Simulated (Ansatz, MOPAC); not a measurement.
Molecule: LiI, charge 0, multiplicity 1. SMILES: [Li][I]
Structure (B3LYP-D3(BJ)/def2-TZVP (Ansatz, a program for electronic structure) minimum search):
```
Li
I 1 2.3925
```
Charge 0, spin multiplicity 1.

Wanted: vertical electron affinity to the doublet, in eV. Conventions: LANL2DZ with its own core potentials from Na on; 6-31G* and kin with 6d, 5d where marked; spin-orbit terms left out; each state is the SCF solution reached for its charge and spin; def2 sets with scalar-relativistic core potentials past Kr; frozen cores in correlated levels (noble-gas shells and the d and f shells of earlier blocks); STO-3G and 3-21G all-electron and non-relativistic; UHF or UKS for open shells. Ab initio and DFT rows: single points at B3LYP-D3(BJ) geometries (Ansatz). Semi-empirical rows: differences of heats of formation at the shared geometry for vertical values.

| level | program | vertical electron affinity to the doublet (eV) |
|---|---|---|
| AM1 | MOPAC | -0.54 |
| HF/6-31G* with LANL2DZ past Ar | Ansatz | 0.39 |
| PBE/6-31G* with LANL2DZ past Ar | Ansatz | 0.58 |
| B3LYP/STO-3G | Ansatz | -1.37 |
| B3LYP/3-21G | Ansatz | 0.64 |
| B3LYP/6-31G* with LANL2DZ past Ar | Ansatz | 0.57 |
| MP2/6-31G* with LANL2DZ past Ar | Ansatz | 0.36 |
| B3LYP/def2-TZVPD | Ansatz | 0.72 |
| PBE0/def2-TZVPD | Ansatz | 0.73 |

No value to compare with is used here. The 7 habitual levels span -1.37 (B3LYP/STO-3G) to 0.64 eV (B3LYP/3-21G); B3LYP/def2-TZVPD gives 0.72.

The levels are drawn from those run, B3LYP/6-31G* more often than the rest, none by its result; left out are runs that failed, that the program found above a lower state of the same kind, or whose <S^2> lies over 0.5 above the pure value.
